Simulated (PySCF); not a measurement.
Species: C₄H₉ClGe.
InChI=1S/C4H9ClGe/c1-3-6(2)4-5/h3,6H,1,4H2,2H3/t6-/m0/s1

Method: PySCF, TDDFT CAM-B3LYP/def2-SVPD, vertical, gas phase, core orbitals frozen in the response. Geometry: PBE0-D3(BJ)/def2-SVP, one conformer, isolated molecule. Relativistic effects, spin–orbit coupling among them, are left out although an element past zinc is present. Torsions of this conformer, `[CH2:1]=[CH:2][Ge@H:3]([CH3:4])[CH2:5][Cl:6]`: C1–C2–Ge3–C4 -5°, C2–Ge3–C5–Cl6 -58°.

| state | E (eV) | E (hartree) | f | main configurations (H = HOMO, L = LUMO) |
| --- | --- | --- | --- | --- |
| S1 | 6.58 | 0.2418 | 0.021 | H-3→L (28%), H→L (21%), H-2→L (18%) |
| S2 | 6.65 | 0.2443 | 0.026 | H→L+1 (26%), H→L+2 (16%), H→L (10%) |
| S3 | 7.06 | 0.2596 | 0.227 | H→L (61%), H→L+1 (15%) |
| S4 | 7.21 | 0.2651 | 0.0080 | H-2→L+2 (25%), H-2→L+1 (24%), H-2→L (11%) |
| S5 | 7.40 | 0.2720 | 0.172 | H-1→L (69%), H→L+3 (9%) |
| S6 | 7.48 | 0.2751 | 0.034 | H→L+2 (29%), H→L+1 (29%), H-1→L+1 (19%) |
| S7 | 7.78 | 0.2858 | 0.018 | H→L+3 (54%) |
| S8 | 7.97 | 0.2929 | 0.0075 | H-2→L (34%), H-3→L (20%), H-2→L+3 (15%) |
| S9 | 8.02 | 0.2946 | 0.052 | H-1→L+1 (26%), H-3→L+1 (13%), H→L+2 (9%) |
| S10 | 8.06 | 0.2963 | 0.021 | H-1→L+2 (21%), H-1→L+1 (20%), H→L+5 (10%) |

Triplets (Tamm–Dancoff): T1 4.27 eV, H-1→L (36%), H→L (31%), H-1→L+1 (10%); T2 5.99 eV, H→L+2 (20%), H→L+1 (18%), H→L (15%); T3 6.08 eV, H-3→L (35%), H-2→L (22%), H-3→L+1 (9%); T4 6.54 eV, H-2→L+2 (23%), H-2→L+1 (20%), H-3→L+2 (9%).

The lowest singlet lies at 6.58 eV (188 nm, vacuum ultraviolet) and is weak; its leading configuration is HOMO-3→LUMO (28%). The strongest level in the table is S3 at 7.06 eV (175 nm, f = 0.227). Löwdin shares by element: HOMO carbon 47% or more, chlorine 30% (atoms not listed hold the other 23%); LUMO carbon 48% or more, germanium 13%, chlorine 6% (atoms not listed hold the other 32%). Of the 10 states listed, 8 reach f = 0.01 and none stays under 0.0005. Orbital energies (eV): HOMO-3 -10.03, HOMO-2 -9.81, HOMO-1 -9.47, HOMO -9.00, LUMO 0.66, LUMO+1 0.99, LUMO+2 1.44. The listed states span 1.48 eV, and the widest gap between neighbours is 0.42 eV (S2 to S3). The vertical ionisation energy (ΔSCF) is 9.74 eV, 1.68 eV above S10. Only the lowest 10 singlets were computed, as vertical energies without vibronic structure.
